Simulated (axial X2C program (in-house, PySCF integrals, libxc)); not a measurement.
NaCs: from the spin-free to the two-component result

Computed with an in-house relativistic program for diatomic molecules. Spin-free means the one-electron spin-free X2C Hamiltonian; two-component (2c) means X2C with spin–orbit coupling and atomic mean-field two-electron Coulomb and Gaunt terms, so the difference of the two also holds small scalar two-electron terms. Basis: Cs dyall-cv3z [15s15p9d4f1g], Na dyall-cv3z [9s8p5d2f] (cores contracted in-house); Gaussian nuclei, density fitting, unrestricted open shells. Masses: Cs 132.905 u, Na 22.990 u.

Spin-free state: M_S = 0, Λ = 0 (closed shell); fragments Cs + Na.

```
  level  Re (Å)  ωe (cm⁻¹)  De (eV)  μ (D)
   PBE0   3.898       98.2    0.583  -4.91
     HF   4.108       91.4   -0.065  -6.50
    MP2   3.894       99.8    0.383    n/a
   CCSD   3.938       97.0    0.559    n/a
CCSD(T)   3.921       96.4    0.584    n/a
    PBE   3.882       95.6    0.657  -4.15
```

Correlated methods: 10 electrons correlated (number of frozen shells: Cs 4 s, 3 p, 2 d; Na 2 s, 1 p), 318 virtual spin orbitals or spinors in MP2, 90 natural virtuals in coupled cluster.

Dipoles are positive if Na is the positive end.

Two-component determinant lowest at the distance of the search:

Ω = 0 (closed shell); fragments Cs + Na.

| level | Re (Å) | ωe (cm⁻¹) | De (eV) | μ (D) |
| --- | --- | --- | --- | --- |
| PBE0 | 3.896 | 98.2 | 0.583 | -4.89 |
| HF | 4.107 | 91.5 | -0.065 | -6.48 |
| MP2 | 3.894 | 99.9 | 0.383 | n/a |
| CCSD | 3.937 | 97.1 | 0.559 | n/a |
| CCSD(T) | 3.919 | 96.7 | 0.584 | n/a |
| PBE | 3.881 | 95.7 | 0.658 | -4.13 |

Problem. From the two tables, how do the constants change at the CCSD(T) level (2c against spin-free)?

Solution. At the CCSD(T) level Re falls by 0.002 Å and ωe increases by 0.3 cm⁻¹; De changes by 0.000 eV.

One determinant describes the state; a PBE0 search over occupations chose it and may have missed a lower one. The closed shell is kept restricted, so the energy runs too high when the bond is stretched far. Dissociation energies refer to the lowest single-determinant-based atoms at the same level and basis. Coupled cluster ran in a truncated set of natural virtual spinors; the MP2 energy of the rest was added. (T) has no such correction and the atoms are truncated less, which lowers De at CCSD(T) by a hundredth of an eV or more. With the outer-core shells frozen, correlated bond lengths of heavy atoms tend to come out a few hundredths of an ångström too long.
